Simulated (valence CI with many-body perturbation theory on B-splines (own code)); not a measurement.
**E1 transitions of Pb⁷⁶⁺**

Calculated by configuration interaction combined with many-body perturbation theory (CI+MBPT): four valence electrons over a frozen Dirac-Fock core [He], radial functions for each j: 11 s, 11 p, 10 d, 8 f, 5 g, 2 h, with the one-electron correlation potential Σ1 (screened to all orders), the two-electron term Σ2, the three-electron term Σ3, Breit, model QED; selected single and double excitations, second order for the rest, scaled by the run's own slope (own B-spline code, finite nucleus).

No measured spectrum was set against this ion. As an estimate, large intervals hold to a few tenths of a per cent, small ones and those within an open d or f shell to about a per cent. Among the levels kept, up to 1200 cm⁻¹ of a level comes from second order outside the variational space, and about a tenth of that is noise between levels of different J, which matters for small intervals.

Lines 51 to 100 of 513 in falling wavelength, among levels below 19121 eV, chosen from the strongest by gf and those to the six lowest levels. Wavelengths and rates use the calculated energies. Electric multipoles are in the length gauge, E1 and E2 with the static RPA response of the core. Weak lines are less certain than strong ones. Lines between different terms over intervals too small for the method are left out, as are lines whose strength nearly cancels. The highest levels of a list are the least certain.

Levels are named by their leading jj configuration (3d3/2^4 stands for four electrons in 3d with j = 3/2), which in mixed levels can hold well under half, so a name can repeat and another be missing. Letters in brackets count levels of one name in rising energy.

```tsv
λ vac (nm)	Upper	Lower	A (s⁻¹)	S (a.u.)
3.627	(2s 2p1/2^2 2p3/2) J=2	(2s^2 2p1/2 2p3/2) J=2	1.94e+10	2.28e-03
3.620	(2s 2p1/2^2 4p3/2) J=2	(2s 2p1/2^2 4s) J=1	4.73e+11	5.53e-02
3.591	(2s 2p1/2^2 4p3/2) J=1	(2s 2p1/2^2 4s) J=1	2.63e+11	1.81e-02
3.445	(2s 2p1/2^2 2p3/2) J=2	(2s^2 2p1/2 2p3/2) J=1	2.45e+10	2.47e-03
2.907	(2s 2p1/2 2p3/2^2) J=1 [a]	(2s^2 2p3/2^2) J=2	4.02e+10	1.46e-03
2.856	(2s 2p1/2 2p3/2^2) J=2 [b]	(2s^2 2p3/2^2) J=2	3.20e+10	1.84e-03
2.837	(2p1/2^2 2p3/2 3d5/2) J=4	(2s 2p1/2 2p3/2 3d5/2) J=5	9.66e+10	9.80e-03
2.798	(2s 2p1/2^2 2p3/2) J=1	(2s^2 2p1/2 2p3/2) J=2	7.25e+10	2.35e-03
2.689	(2s 2p1/2^2 2p3/2) J=1	(2s^2 2p1/2 2p3/2) J=1	1.60e+10	4.61e-04
1.681	(2s 2p1/2 2p3/2 3d3/2) J=3 [b]	(2s 2p1/2 2p3/2 3p1/2) J=2 [b]	1.12e+12	1.83e-02
1.674	(2s 2p1/2 2p3/2 3d3/2) J=1 [d]	(2s 2p1/2 2p3/2 3p1/2) J=1 [c]	1.23e+12	8.56e-03
1.674	(2s 2p1/2 2p3/2 3d3/2) J=2 [d]	(2s 2p1/2 2p3/2 3p1/2) J=1 [c]	1.51e+12	1.75e-02
1.664	(2s^2 2p1/2 3d3/2) J=1	(2s^2 2p1/2 3p1/2) J=0	1.50e+12	1.03e-02
1.661	(2s 2p1/2 2p3/2 3d3/2) J=2 [b]	(2s 2p1/2 2p3/2 3p1/2) J=2 [b]	1.61e+12	1.82e-02
1.637	(2s 2p1/2 2p3/2 3d3/2) J=1 [b]	(2s 2p1/2 2p3/2 3p1/2) J=2 [b]	2.16e+12	1.41e-02
1.634	(2s 2p3/2^2 3p3/2) J=3	(2s 2p3/2^2 3s) J=2 [a]	1.57e+12	2.37e-02
1.626	(2s^2 2p3/2 3d3/2) J=2	(2s^2 2p3/2 3p1/2) J=2	1.18e+12	1.26e-02
1.623	(2s^2 2p3/2 3d3/2) J=2	(2s^2 2p3/2 3p1/2) J=1	1.22e+12	1.29e-02
1.623	(2s 2p1/2 2p3/2 3d3/2) J=2 [a]	(2s 2p1/2 2p3/2 3p1/2) J=2 [a]	1.20e+12	1.27e-02
1.623	(2p1/2^2 2p3/2 3d3/2) J=2	(2p1/2^2 2p3/2 3p1/2) J=2	1.20e+12	1.26e-02
1.621	(2p1/2^2 2p3/2 3d3/2) J=2	(2p1/2^2 2p3/2 3p1/2) J=1	1.24e+12	1.30e-02
1.618	(2s 2p1/2^2 3d3/2) J=1	(2s 2p1/2^2 3p1/2) J=0	1.68e+12	1.05e-02
1.617	(2s^2 2p3/2 3d5/2) J=4	(2s 2p1/2 2p3/2 3s) J=3	8.12e+11	1.53e-02
1.615	(2s 2p1/2^2 3d3/2) J=1	(2s 2p1/2^2 3p1/2) J=1	8.77e+11	5.47e-03
1.613	(2s 2p1/2 2p3/2 3d3/2) J=2 [c]	(2s 2p1/2 2p3/2 3p1/2) J=2 [c]	5.76e+11	5.97e-03
1.612	(2s 2p1/2 2p3/2 3p3/2) J=1 [a]	(2s 2p1/2 2p3/2 3s) J=1 [a]	2.90e+12	1.80e-02
1.611	(2s 2p1/2^2 3p3/2) J=1	(2s 2p1/2^2 3s) J=0	2.47e+12	1.53e-02
1.608	(2s 2p1/2 2p3/2 3d3/2) J=2 [c]	(2s 2p1/2 2p3/2 3p1/2) J=1 [b]	1.78e+12	1.83e-02
1.607	(2s^2 2p3/2 3d3/2) J=3	(2s^2 2p3/2 3p1/2) J=2	2.50e+12	3.59e-02
1.606	(2s 2p3/2^2 3p3/2) J=1	(2s 2p3/2^2 3s) J=2 [a]	3.72e+12	2.28e-02
1.605	(2p1/2^2 2p3/2 3d3/2) J=3	(2p1/2^2 2p3/2 3p1/2) J=2	2.52e+12	3.60e-02
1.603	(2s 2p1/2 2p3/2 3d3/2) J=3 [c]	(2s 2p1/2 2p3/2 3p1/2) J=2 [c]	2.52e+12	3.59e-02
1.603	(2p1/2^2 2p3/2 3p3/2) J=1	(2p1/2^2 2p3/2 3s) J=1	2.85e+12	1.74e-02
1.602	(2s 2p1/2^2 3d3/2) J=2	(2s 2p1/2^2 3p1/2) J=1	2.49e+12	2.53e-02
1.600	(2s 2p1/2 2p3/2 3d3/2) J=3 [a]	(2s 2p1/2 2p3/2 3p1/2) J=2 [a]	2.28e+12	3.23e-02
1.600	(2s 2p1/2 2p3/2 3d3/2) J=2 [a]	(2s 2p1/2 2p3/2 3p1/2) J=1 [a]	1.26e+12	1.28e-02
1.599	(2s^2 2p1/2 3d3/2) J=2	(2s^2 2p1/2 3p1/2) J=1	2.52e+12	2.55e-02
1.595	(2s 2p1/2 2p3/2 3d3/2) J=4	(2s 2p1/2 2p3/2 3p1/2) J=3	2.51e+12	4.52e-02
1.594	(2s 2p1/2 2p3/2 3p3/2) J=2 [b]	(2s 2p1/2 2p3/2 3s) J=2 [b]	2.49e+12	2.49e-02
1.594	(2s^2 2p3/2 3d3/2) J=1	(2s^2 2p3/2 3p1/2) J=1	2.10e+12	1.26e-02
1.593	(2s^2 2p3/2 3p3/2) J=1	(2s^2 2p3/2 3s) J=1	3.14e+12	1.88e-02
1.592	(2p1/2^2 2p3/2 3d3/2) J=1	(2p1/2^2 2p3/2 3p1/2) J=1	2.13e+12	1.27e-02
1.591	(2s 2p1/2 2p3/2 3d3/2) J=1 [a]	(2s 2p1/2 2p3/2 3p1/2) J=1 [a]	2.17e+12	1.29e-02
1.588	(2s 2p1/2 2p3/2 3p3/2) J=2 [c]	(2s 2p1/2 2p3/2 3s) J=1 [c]	3.30e+12	3.26e-02
1.587	(2s 2p1/2 2p3/2 3p3/2) J=3 [c]	(2s 2p1/2 2p3/2 3s) J=2 [c]	3.34e+12	4.62e-02
1.587	(2s 2p1/2 2p3/2 3d3/2) J=1 [c]	(2s 2p1/2 2p3/2 3p1/2) J=0	1.69e+12	1.00e-02
1.585	(2s 2p1/2 2p3/2 3d3/2) J=0 [a]	(2s 2p1/2 2p3/2 3p1/2) J=1 [a]	2.68e+12	5.27e-03
1.581	(2p1/2^2 2p3/2 3p3/2) J=3	(2p1/2^2 2p3/2 3s) J=2	3.61e+12	4.94e-02
1.581	(2s 2p1/2 2p3/2 3p3/2) J=2 [a]	(2s 2p1/2 2p3/2 3s) J=1 [a]	1.32e+12	1.29e-02
1.577	(2s 2p1/2 2p3/2 3d3/2) J=3 [b]	(2s 2p1/2 2p3/2 3p1/2) J=3	1.29e+12	1.75e-02
```
